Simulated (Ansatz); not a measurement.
A barrier at the coupled-cluster level

Start structure (Si$_{2}$H$_{6}$SO, singlet), relaxed at PBE0-D4/def2-TZVP:

```csv
atom,x (Å),y (Å),z (Å)
Si1,0.2457,0.6656,-0.2012
S2,1.6013,-0.3112,-1.5384
O3,-0.9915,1.4250,-0.9827
H4,-1.4932,0.9043,-1.6129
H5,0.9399,1.7614,0.5161
Si6,-0.4742,-1.0380,1.2416
H7,2.0774,0.8249,-2.0777
H8,0.6688,-1.5575,2.0381
H9,-1.0575,-2.1561,0.4498
H10,-1.5167,-0.5184,2.1670
```

The step: Si₂H₆SO ([OH][SiH]([SiH3])[SH]) → Si₂H₄O ([O][SiH][SiH3]) + H₂S (still joined by a long Si–S bond); bonds formed: S2–H4; bonds broken: O3–H4; bonds weakened to dative contacts: Si1–S2. Computed with Ansatz 0.2.0 (basis: def2-TZVPP and def2-QZVPP); correlated methods freeze the cores. Extrapolation: Hartree–Fock as exp(−7.88 √X), correlation as X^−2.97. Energies below are by CCSD(T) at an estimated basis limit (MP2 extrapolated from triple and quadruple zeta, plus CCSD(T) − MP2 in triple zeta).

**Question.** What are the electronic barrier and the energy of the step, from the start structure to the end structure? (An estimate is asked for; the value comes from the calculation.)

**Answer.** Computed: Barrier 221.9 kJ/mol; step energy 205.7 kJ/mol (uphill); reverse barrier, their difference, 16.3 kJ/mol. Barrier and step energy count from the start structure, the reverse barrier from the end structure.

The saddle point: One imaginary mode of 529i cm⁻¹.
```tsv
pair	start (Å)	saddle (Å)	end (Å)
S2–H4	3.33	1.43	1.35
Si1–S2	2.14	2.46	2.55
O3–H4	0.96	1.72	3.08
```

Zero-point energy (harmonic, PBE0-D4): ZPE is 151.3 kJ/mol at the start and 138.8 kJ/mol at the saddle, so the barrier goes from 221.9 to 209.4 kJ/mol.

No T1 diagnostic of these runs exceeds 0.018.

Labels in which every atom is bracketed show which atoms are joined, not bond orders.

For scale, one of the runs: CCSD(T)/def2-TZVPP, 241 basis functions, launched by `ansatz run in.yaml --threads 4 --pin off --events-out ev --progress --plain --max-ram 9574MiB`. Time: 64 s of wall clock on 4 CPU threads of an Arm Neoverse V2; the host was shared. Peak host memory: 4.2 GiB.
